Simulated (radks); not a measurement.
The numbers below are computed, except where a source is named.
Ionisation of neutral cadmium, [Kr] 4d10 5s2, to [Kr] 4d10 5s1 as the strength of local exchange is varied. Code: a radial shooting solver on a logarithmic mesh with Libxc functionals. Model: scalar-relativistic Kohn-Sham, Slater X-alpha exchange (alpha = 2/3 is LDA exchange), no correlation, spin-polarised, spherical densities, point nucleus.

alpha	E(Cd) (hartree)	exchange (hartree)	IE (eV)	-e of the level emptied (eV)	<r> of it (bohr)
0.631	-5577.30146	-136.64087	7.970	4.699 (5s)	2.960
0.667	-5585.11889	-144.64097	8.210	4.936 (5s)	2.929
0.668	-5585.33620	-144.86351	8.217	4.942 (5s)	2.928
0.675	-5586.85760	-146.42175	8.264	4.989 (5s)	2.923
0.871	-5629.62638	-190.38849	9.627	6.357 (5s)	2.772
0.882	-5632.03636	-192.87521	9.706	6.437 (5s)	2.764

NIST Atomic Spectra Database: 8.994 eV (measured). The Delta-SCF value meets it near alpha = 0.78.
